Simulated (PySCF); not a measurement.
# Ionisation energy of Yb⁺ by level of theory

Yb⁺ [Xe] 4f14 6s1 [6s1/2^1, M_J = 1/2] → Yb²⁺ [Xe] 4f14, as a difference of total energies. Calculation: PySCF 2.14, in x2c-QZVPPall-2c (16s16p12d6f4g1h, 213 functions); the two-component X2C-1e Hamiltonian. Correlated levels: [Ar] 3d10 frozen; the 40 highest virtual spinors dropped. "Screened" scales the spin-orbit matrix elements by Boettger's factors to mimic the two-electron term; Breit and QED terms are absent.

```json
{"method": "GHF (spin-free)", "ionisation energy (eV)": "11.278", "error (eV)": "-0.901"}
{"method": "GMP2 (spin-free)", "ionisation energy (eV)": "12.300", "error (eV)": "+0.121"}
{"method": "GHF (screened spin-orbit)", "ionisation energy (eV)": "11.284", "error (eV)": "-0.895"}
{"method": "GMP2 (screened spin-orbit)", "ionisation energy (eV)": "12.306", "error (eV)": "+0.127"}
```

Reference: 12.179 eV (measured; NIST Atomic Spectra Database, ionization energies).
